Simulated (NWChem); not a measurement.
System meant: C$_{2}$H$_{7}$FN$_{2}$SW; SMILES C[N](C)[W](=[NH])([F])=[S]

NWChem input:

```
start job
memory heap 200 mb stack 900 mb global 1100 mb
geometry units angstroms noautoz
  W     -0.261623     0.322798     0.000661
  N     -1.151645     0.486776     1.487013
  H     -1.336721     0.884311     2.404115
  S      1.584951     1.420631     0.107927
  F     -1.305741     0.870012    -1.470412
  N      0.146846    -1.553958    -0.113527
  C      1.117136    -1.972582    -1.110543
  C     -0.282584    -2.623459     0.761989
  H      2.056141    -2.306006    -0.632097
  H      0.712000    -2.803358    -1.714250
  H      1.368208    -1.149437    -1.796334
  H     -0.748412    -3.436649     0.177252
  H      0.578299    -3.050534     1.308621
  H     -1.013349    -2.252519     1.489687
end
basis spherical
  W library def2-svp
  N library def2-svp
  H library def2-svp
  S library def2-svp
  F library def2-svp
  C library def2-svp
end
ecp
  W library def2-ecp
end
dft
  xc b3lyp
  iterations 4
  mulliken
end
task dft energy
```

End of the output:

```
    Atom       Charge   Shell Charges
 -----------   ------   -------------------------------------------------------
    1 W   14    14.11   0.00  0.04  1.09  0.79  0.37  0.16  4.96  1.28  0.54  3.20  1.39  0.29
    2 N    7     7.08   1.97  0.79  0.50  2.17  1.62  0.03
    3 H    1     0.90   0.57  0.21  0.13
    4 S   16    15.91   2.00  1.96  0.99  0.69  5.81  1.91  2.52  0.04
    5 F    9     9.17   1.98  1.02  0.78  3.22  2.17  0.01
    6 N    7     7.12   1.97  0.76  0.42  2.30  1.62  0.05
    7 C    6     5.95   1.96  0.57  0.29  1.86  1.16  0.10
    8 C    6     5.95   1.96  0.57  0.29  1.86  1.16  0.10
    9 H    1     0.97   0.64  0.27  0.06
   10 H    1     0.97   0.64  0.27  0.06
   11 H    1     0.95   0.64  0.25  0.06
   12 H    1     0.98   0.65  0.27  0.06
   13 H    1     0.98   0.65  0.27  0.06
   14 H    1     0.96   0.64  0.25  0.06

 center of mass
 --------------
 x =  -0.07117665 y =   0.16065567 z =  -0.02391007

 moments of inertia (a.u.)
 ------------------
        1466.706691713742          -0.000000000002          -0.000000000000
          -0.000000000002         996.086435412834           0.000000000006
          -0.000000000000           0.000000000006        1684.134978961096

     Multipole analysis of the density
     ---------------------------------

     L   x y z        total         alpha         beta         nuclear
     -   - - -        -----         -----         ----         -------
     0   0 0 0     -0.000000    -36.000000    -36.000000     72.000000

     1   1 0 0     -0.272999    -12.723707    -12.723707     25.174415
     1   0 1 0     -1.570238     14.959438     14.959438    -31.489114
     1   0 0 1      0.529553     -0.459178     -0.459178      1.447909

     2   2 0 0    -51.631779   -182.356692   -182.356692    313.081606
     2   1 1 0     -3.214196     -3.037255     -3.037255      2.860314
     2   1 0 1     -4.779704      7.761614      7.761614    -20.302932
     2   0 2 0    -47.157447   -320.964077   -320.964077    594.770707
     2   0 1 1      1.705339     -1.289329     -1.289329      4.283996
     2   0 0 2    -49.019060   -131.353110   -131.353110    213.687160

 ------------------------------------------------------------------------
 dft energy failed                                                                                  0
 ------------------------------------------------------------------------
 ------------------------------------------------------------------------
  current input line :
    35: task dft energy
 ------------------------------------------------------------------------
 ------------------------------------------------------------------------
 This type of error is most commonly associated with calculations not reaching convergence criteria
 ------------------------------------------------------------------------
 For more information see the NWChem manual at https://nwchemgit.github.io

0:dft energy failed:Received an Error in Communication
```

Problem. Can this run be used? If not, why, and what is the fix?

Solution. Convergence was not reached. Cause: the SCF was allowed too few iterations. This input runs:
```
start job
memory heap 200 mb stack 900 mb global 1100 mb
geometry units angstroms noautoz
  W     -0.261623     0.322798     0.000661
  N     -1.151645     0.486776     1.487013
  H     -1.336721     0.884311     2.404115
  S      1.584951     1.420631     0.107927
  F     -1.305741     0.870012    -1.470412
  N      0.146846    -1.553958    -0.113527
  C      1.117136    -1.972582    -1.110543
  C     -0.282584    -2.623459     0.761989
  H      2.056141    -2.306006    -0.632097
  H      0.712000    -2.803358    -1.714250
  H      1.368208    -1.149437    -1.796334
  H     -0.748412    -3.436649     0.177252
  H      0.578299    -3.050534     1.308621
  H     -1.013349    -2.252519     1.489687
end
basis spherical
  W library def2-svp
  N library def2-svp
  H library def2-svp
  S library def2-svp
  F library def2-svp
  C library def2-svp
end
ecp
  W library def2-ecp
end
dft
  xc b3lyp
  iterations 150
  mulliken
end
task dft energy
```
It converges to -754.90506 Ha (B3LYP/def2-SVP with def2 effective core potentials on W).
